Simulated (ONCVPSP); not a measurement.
**Ranking ONCV potentials for C (Z = 6)**

All share these settings but for the change named:

C (Z = 6), optimised norm-conserving Vanderbilt (ONCV), made with ONCVPSP 4.0.1 (PBEsol, scalar-relativistic). Core [He], reference 2s1.5 2p2.5. Waves: 2s: rc 1.15 bohr, ncon 3, nbas 7, qcut 4.4 1/bohr, local; 2p: rc 2.15 bohr, ncon 3, nbas 6, qcut 8.2 1/bohr, 2 projectors, debl 2.1 Ha; d scattering state at 0.27 Ha: rc 2.15 bohr, ncon 5, nbas 9, qcut 4 1/bohr, 2 projectors, debl 2.2 Ha. Local part: the s channel. Core correction: Teter function, fcfact 4, rcfact 1.8.

Test errors are all-electron minus pseudo excitation energies from the reference, over 2s2 2p2; 2s2 2p1; 2s2 2p0; 2s1 2p2. None of these files shows a bound ghost.

The base gives 337.4 meV.

Of 6 variants that were run, those that failed, showed a ghost or another fault, or gave nearly equal values are left out.

A variant can come out equal or close to the base, since the largest error may sit in a test that the change hardly touches while other tests move.

(1) Rank these variants by their largest absolute test error, smallest first.
A. d: nbas 8
B. s: qcut 5.3; p: qcut 9.8; d: qcut 4.8
C. p: rc 1.98
D. core correction none
E. p: qcut 6

## Answers

(1) C (255.5 meV), B (291.2 meV), A (337.4 meV), D (400.0 meV), E (514.3 meV).
